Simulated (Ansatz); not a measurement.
```yaml
atoms:
  - { symbol: Cl, position_ang: [0.0000, 0.0000, 0.0000] }
  - { symbol: H, position_ang: [0.0000, 0.0000, 2.9260] }
  - { symbol: H, position_ang: [0.0000, 2.2414, -1.8808] }
```

Basis set: pcseg-2 (spherical functions). Charge 0, multiplicity 2.

Computed with Ansatz (development build ahead of 0.2.0); each method stands on the lowest determinant of its kind that the runs found. Restricted functionals stand beside restricted open-shell atoms, which can lie above the unrestricted atoms usual in DFT and then raise those values.

Task: Give the atomization energy at this shape (free ground-state atoms in the same class of orbitals less the molecule, no zero-point energy) of doublet H2Cl by PBE (restricted open-shell), ROHF.

Result:

| method | atomization energy |
| --- | --- |
| PBE (restricted open-shell) | -0.26 eV |
| ROHF | -3.31 eV |

Caution: stretched shape with no unrestricted run beside it, a lower state can exist; the shape is not the minimum. Caution for PBE (restricted open-shell): charge can spread falsely over distant fragments. Caution for ROHF: the molecule lies well above its atoms at this level.
